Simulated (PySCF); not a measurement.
[Gd(NH3)2]3+ relaxed at several levels

Computed with PySCF 2.14.0, def2-SVP on the ligands, density fitting, scalar-relativistic core potentials, no spin-orbit coupling, vacuum. Each row is relaxed at its own level from the same template. Distances are means of the shortest metal–ligand contacts, charges and spins Mulliken's; removal energies are rigid, with the ligand's formal charge and no counterpoise, so too large; for an anion taken off a cation in vacuum most of it is the attraction of opposite charges, and multiply charged cations can part far more cheaply with an electron moved from ligand to metal. lcecp potentials hold a fixed number of 4f electrons in the core, out of states, spins and gaps.

```json
{"level": "r2SCAN", "basis on the metal": "lcecp-1-SVP with ECP53", "point group": "C1", "M–NH3 (Å)": "2.392", "charge on M (e)": "2.12", "removal of one NH3 (eV)": "4.65", "unstable modes (below −25 cm⁻¹)": "not given"}
```

Question: What does the calculation give for TPSS, lcecp-1-SVP with ECP53?

Answer: point group: C1, M–NH3 (Å): 2.407, charge on M (e): 2.08, removal of one NH3 (eV): 4.66, unstable modes (below −25 cm⁻¹): not given.
```xyz
9

Gd    0.1078    1.1485    0.0001
N    -0.0066   -0.1915    1.9959
H     0.7705   -0.0297    2.6806
H    -0.8617   -0.0430    2.5842
H     0.0091   -1.2303    1.8679
N    -0.0087   -0.1915   -1.9972
H     0.7946   -0.8440   -2.1616
H    -0.8407   -0.8224   -2.0818
H    -0.0440    0.3598   -2.8881
```

Moved off a saddle point of the template and relaxed again: TPSS, r2SCAN. One start shape was tried for each, so a minimum needn't be the lowest isomer.
